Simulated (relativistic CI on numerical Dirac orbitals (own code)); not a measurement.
## Main line and satellite in the 2p photoemission of Cu²⁺: a two-state model

Problem. An octahedral Cu²⁺ site (d9) has Δ = 2.4, V(eg) = 1.7, 10Dq = 0.8, 10Dq(ligand) = 0 and a core-hole attraction U_cd = 6.5 eV. Δ is defined between configuration averages. Find the d count, the distance of the satellite and its intensity.

Working.
1. The hole has eg symmetry. Its energy is −0.6 × 10Dq in d9 and Δ − 0.6 × 10Dq(ligand) in d10L, so the gap is Δ' = 2.88 eV.
2. Ground state cos θ |d9⟩ − sin θ |d10L⟩ with tan 2θ = 2V/Δ', θ = 24.9°: weights 0.823 and 0.177, n_d = 9.177.
3. The core hole pulls d10L down by U_cd: the gap becomes Δ' − U_cd = -3.62 eV, the hopping is V' = 1.70 eV, and tan 2θ' = 2V'/(Δ' − U_cd) gives θ' = 68.4°.
4. The two final states lie W = √[(Δ' − U_cd)² + 4V'²] = 4.97 eV apart. The lower, mostly d10L, is the main line.
5. In the sudden approximation the intensities are cos²(θ' − θ) and sin²(θ' − θ), so satellite/main = tan²(43.5°) = 0.90.

Check. The full cluster calculation (with spin-orbit coupling and 2p-3d multiplets, which spread the d9 satellite) gives n_d = 9.175; in its broadened 2p3/2 spectrum, cut halfway, the centroids lie 5.31 eV apart with an area ratio of 0.83.
